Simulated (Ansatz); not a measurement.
F₆Ti (SMILES [F][Ti-2]([F])([F])([F])([F])[F]), charge -2, singlet, at a GFN2-xTB geometry (such geometries of metal compounds can be far from the true shape) (a gas-phase anion, which may not be bound at this level); PBE0/def2-SVP (Ansatz, a quantum-chemistry and plane-wave program).

Input for Ansatz:
Ansatz 0.2 input:
```yaml
crystal:
  periodic: [false, false, false]
  atoms:
    - {symbol: Ti, position_ang: [-0.00000000, 0.00000000, 0.00000000]}
    - {symbol: F, position_ang: [1.10350812, -0.45756914, -1.41918531]}
    - {symbol: F, position_ang: [-1.10350812, 0.45756914, 1.41918531]}
    - {symbol: F, position_ang: [-1.17988332, 0.81162927, -1.17911828]}
    - {symbol: F, position_ang: [-0.91177399, -1.60408075, -0.19178056]}
    - {symbol: F, position_ang: [0.91177399, 1.60408075, 0.19178056]}
    - {symbol: F, position_ang: [1.17988332, -0.81162927, 1.17911828]}
basis:
  gaussian:
    orbitals: def2-SVP
hamiltonian:
  xc: pbe0
total_charge: -2
```

**Question.** What does Ansatz print? Leave out banner, timings and long lists.

**Answer.** 
```
Functional definition: PBE0
1106 factors; integrals over basis functions are off by at most 1.0e-3 eV
mean field evaluation 1: about -39384.0326 eV, gradient 3.8e1 eV
mean field evaluation 2: about -39322.1852 eV, gradient 2.1e2 eV
mean field evaluation 4: about -39387.8318 eV, gradient 2.8e0 eV
mean field evaluation 8: about -39387.9888 eV, gradient 2.6e-1 eV
mean field evaluation 16: about -39387.9889 eV, gradient 1.4e-5 eV
mean field -39387.98892151 eV, -1447.4818947277 hartree, gradient 1.0e-5 eV, S^2 0.000000; 0 other end points of the search recorded, 0 dependent functions left out
reference -39387.98898382 eV, -1447.4818970176 hartree; 39, 39 occupied and 76, 76 virtual orbitals, 1106 factors
Total energy: -39387.98898382 eV, -1447.4818970176 hartree
```
